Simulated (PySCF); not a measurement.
# Relaxation of quartet ClCuN

These are results of PySCF, UPBE0, basis Cu def2-TZVP, N def2-TZVP, Cl def2-TZVP (no relativity, density fitting), not measurements. A (50,194) grid was used.

A hand-made bent start, of Cs symmetry, held to at least that symmetry:

```xyz
3
charge 0 multiplicity 4, angstrom
Cu   -0.3607    0.0000   -0.5038
N    -1.7942    0.0000    0.5000
Cl    1.3677    0.0000    0.7064
```

Question: What forces act on the atoms at the start (eV/Å)?

Answer: 
```csv
atom,Fx,Fy,Fz
Cu1,1.03,0.00,-0.06
N2,-1.31,0.00,0.34
Cl3,0.29,0.00,-0.28
```

Question: What does it relax to?

Answer: It ends at C∞v with Cu–Cl 2.098 Å, Cu–N 1.755 Å; Cl–Cu–N 180.0° (after a last refinement on a finer grid). A frequency run shows a minimum. Other isomers or separated fragments may lie lower.

Question: How much energy is released, and in how many steps?

Answer: 37.3 kJ/mol in 11 steps.

Other spin states or occupations of the open shell can lie lower.
